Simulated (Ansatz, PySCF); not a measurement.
Molecule: trifluoro(methoxy)methane, C2H3F3O (charge 0, singlet). 
Coordinates optimised at B3LYP-D3(BJ)/def2-TZVP (Ansatz, a first-principles code):
```xyz
9

C     -1.9058     0.0004    -0.4509
O     -0.6899     0.7482    -0.2696
C      0.3885     0.0410     0.0861
F      0.7182    -0.9042    -0.8235
F      1.4187     0.8737     0.2115
F      0.2250    -0.6079     1.2616
H     -2.1942    -0.4891     0.4788
H     -1.7860    -0.7343    -1.2466
H     -2.6538     0.7348    -0.7323
```

Quantity: atomisation energy (electronic, to ground-state atoms), in kJ/mol. Correlated levels leave the core frozen unless marked. UHF or UKS for open shells. Spin-orbit coupling is left out. No relativistic terms. The coupled-cluster limit lacks core correlation, which all-electron functionals hold. CBS(X,Y): correlation extrapolated as X^-3; Hartree-Fock from the larger set. The bracket is a focal-point correction in the basis named.

```csv
level,program,atomisation energy (kJ/mol)
B3LYP-D4/def2-TZVPD,Ansatz + dftd4,3548.6
BHLYP/def2-TZVPD,Ansatz,3361.8
TPSSh-D3(BJ)/def2-TZVPD,PySCF + dftd3,3547.4
B2PLYP-D4/def2-TZVPD,Ansatz + dftd4,3535.3
MP2/6-31G,Ansatz,2914.2
RI-MP2/cc-pVQZ,Ansatz,3668.0
"RI-MP2/CBS(cc-pVTZ,cc-pVQZ)+[CCSD(T)-MP2]/cc-pVTZ",Ansatz,3579.0
```
